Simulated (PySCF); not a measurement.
Compound: C5H4OSi.
Structure used (GFN2-xTB), in Å, numbered top down from 1:
```
atom  x, y, z in Å
C1     2.962    0.325   -0.580
C2     1.898    0.145   -0.047
Si3    0.252   -0.076    0.754
C4    -0.975   -1.162   -0.222
C5    -1.824   -0.175   -0.559
C6    -1.214    1.020    0.063
O7    -1.575    2.168    0.082
H8     3.894    0.477   -1.044
H9     0.395   -0.306    2.189
H10   -1.074   -2.202   -0.488
H11   -2.736   -0.211   -1.135
```

NICS = −σ at a ghost point: NICS(0) at the centroid of the ring atoms, NICS(1) 1 Å to either side along the normal of their mean plane, zz for the tensor component along that normal. Level: GIAO PBE0/pcSseg-1 (PySCF, non-relativistic, gas phase) on the GFN2-xTB geometry, one conformer.

Ring bond lengths (Å), with Mayer bond orders in brackets: Si3–C4 1.907 (0.89), C4–C5 1.344 (1.72), C5–C6 1.478 (0.97), C6–Si3 1.957 (0.81).

Question: What do the NICS probes read (ppm)?

Answer: 
| ring | type | NICS(0) | NICS(1), two faces | NICS(1)zz, two faces | rms pucker (Å) | centre to ring atoms, mean (Å) |
| --- | --- | --- | --- | --- | --- | --- |
| Si3–C4–C5–C6 | 4-membered ring with Si; formal bonds 1 double, 3 single | 6.8 | -3.3 / -2.6 | -2.3 / -0.3 | 0.00 | 1.18 |

Question: What can be read from them?

Answer: 
- Si3–C4–C5–C6: mean NICS(1)zz -1.3 ppm, near zero. Si3 has four or more neighbours; no verdict on aromaticity is drawn. NICS(0) lies 10 ppm above the mean NICS(1).

Question: What field does 11.7 T along the ring normal induce along that normal at the first NICS(1) probe listed for ring Si3–C4–C5–C6, 1 Å off the ring?

Answer: NICSzz × B0 = -2.3 ppm × 11.7 T = -27 μT, against the applied field.

Question: Give the inner angles of the rings and the Hirshfeld charges of the ring atoms.

Answer: 
- Si3–C4–C5–C6: Si3 69.9° (+0.372 e), C4 96.7° (-0.099 e), C5 103.1° (-0.037 e), C6 90.3° (+0.066 e); sum 360.0° against 360° for a flat convex ring.

Question: What are the shieldings of the ring atoms and their hydrogens in the same run (means over atoms taken as equivalent)?

Answer: 
```json
{"atoms": "Si3", "environment": "SiH silicon", "σ isotropic (ppm)": "368.5", "principal values of the symmetric part, first atom (ppm)": "288.0, 361.0, 456.4"}
{"atoms": "C4", "environment": "alkene CH carbon", "σ isotropic (ppm)": "-3.6", "principal values of the symmetric part, first atom (ppm)": "-143.3, -39.6, 172.1"}
{"atoms": "C5", "environment": "alkene CH carbon", "σ isotropic (ppm)": "9.1", "principal values of the symmetric part, first atom (ppm)": "-93.2, 8.4, 112.1"}
{"atoms": "C6", "environment": "carbonyl carbon", "σ isotropic (ppm)": "-32.5", "principal values of the symmetric part, first atom (ppm)": "-105.8, -57.2, 65.5"}
{"atoms": "H9", "environment": "Si–H hydrogen", "σ isotropic (ppm)": "26.06", "principal values of the symmetric part, first atom (ppm)": "23.7, 24.6, 29.8"}
{"atoms": "H10", "environment": "vinylic hydrogen", "σ isotropic (ppm)": "22.32", "principal values of the symmetric part, first atom (ppm)": "14.9, 25.7, 26.3"}
{"atoms": "H11", "environment": "vinylic hydrogen", "σ isotropic (ppm)": "23.96", "principal values of the symmetric part, first atom (ppm)": "21.4, 24.4, 26.0"}
```
